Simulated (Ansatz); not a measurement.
CH₅GaS⁻, that is GaH2(SMe) with one electron more. The state is a doublet with charge -1. Geometry PBE0-D4/def2-TZVP, that of the neutral singlet.

| atom | x (Å) | y (Å) | z (Å) |
| --- | --- | --- | --- |
| Ga1 | -0.583 | 0.092 | 1.659 |
| H2 | -1.937 | 0.339 | 0.913 |
| H3 | -0.358 | 0.044 | 3.201 |
| S4 | 1.177 | -0.218 | 0.404 |
| C5 | 0.518 | -0.083 | -1.285 |
| H6 | -0.565 | 0.040 | -1.281 |
| H7 | 0.773 | -0.989 | -1.834 |
| H8 | 0.975 | 0.774 | -1.778 |

At PBE-D4/def2-TZVPD, r2SCAN-D4/def2-TZVPD, PBE0-D4/def2-TZVPD the highest occupied level of the charge -1 doublet lies above zero (up to 2.32 eV). Energy differences put its binding near zero (-0.09 eV; vertical, to the charge 0 singlet, at PBE-D4/def2-TZVPD), which leaves it undecided.

Q: Estimate the α-spin orbital energies around the gap (eV) in Ansatz with PBE-D4/def2-TZVPD, r2SCAN-D4/def2-TZVPD, PBE0-D4/def2-TZVPD.

A: 
```json
{"orbital": "HOMO−5", "PBE-D4/def2-TZVPD": "-5.61", "r2SCAN-D4/def2-TZVPD": "-5.95", "PBE0-D4/def2-TZVPD": "-7.05"}
{"orbital": "HOMO−4", "PBE-D4/def2-TZVPD": "-4.30", "r2SCAN-D4/def2-TZVPD": "-4.57", "PBE0-D4/def2-TZVPD": "-5.57"}
{"orbital": "HOMO−3", "PBE-D4/def2-TZVPD": "-2.35", "r2SCAN-D4/def2-TZVPD": "-2.56", "PBE0-D4/def2-TZVPD": "-3.50"}
{"orbital": "HOMO−2", "PBE-D4/def2-TZVPD": "-2.00", "r2SCAN-D4/def2-TZVPD": "-2.19", "PBE0-D4/def2-TZVPD": "-3.11"}
{"orbital": "HOMO−1", "PBE-D4/def2-TZVPD": "-1.30", "r2SCAN-D4/def2-TZVPD": "-1.50", "PBE0-D4/def2-TZVPD": "-2.49"}
{"orbital": "HOMO", "PBE-D4/def2-TZVPD": "2.32", "r2SCAN-D4/def2-TZVPD": "2.18", "PBE0-D4/def2-TZVPD": "1.71"}
{"orbital": "LUMO", "PBE-D4/def2-TZVPD": "2.73", "r2SCAN-D4/def2-TZVPD": "3.29", "PBE0-D4/def2-TZVPD": "3.22"}
{"orbital": "LUMO+1", "PBE-D4/def2-TZVPD": "3.25", "r2SCAN-D4/def2-TZVPD": "3.80", "PBE0-D4/def2-TZVPD": "3.71"}
{"orbital": "LUMO+2", "PBE-D4/def2-TZVPD": "3.39", "r2SCAN-D4/def2-TZVPD": "3.89", "PBE0-D4/def2-TZVPD": "3.86"}
{"orbital": "LUMO+3", "PBE-D4/def2-TZVPD": "3.73", "r2SCAN-D4/def2-TZVPD": "4.35", "PBE0-D4/def2-TZVPD": "4.20"}
{"orbital": "LUMO+4", "PBE-D4/def2-TZVPD": "4.08", "r2SCAN-D4/def2-TZVPD": "4.43", "PBE0-D4/def2-TZVPD": "4.63"}
{"orbital": "LUMO+5", "PBE-D4/def2-TZVPD": "4.14", "r2SCAN-D4/def2-TZVPD": "4.64", "PBE0-D4/def2-TZVPD": "4.66"}
{"orbital": "β HOMO", "PBE-D4/def2-TZVPD": "-1.12", "r2SCAN-D4/def2-TZVPD": "-1.28", "PBE0-D4/def2-TZVPD": "-2.22"}
{"orbital": "β LUMO", "PBE-D4/def2-TZVPD": "2.84", "r2SCAN-D4/def2-TZVPD": "3.46", "PBE0-D4/def2-TZVPD": "3.32"}
```
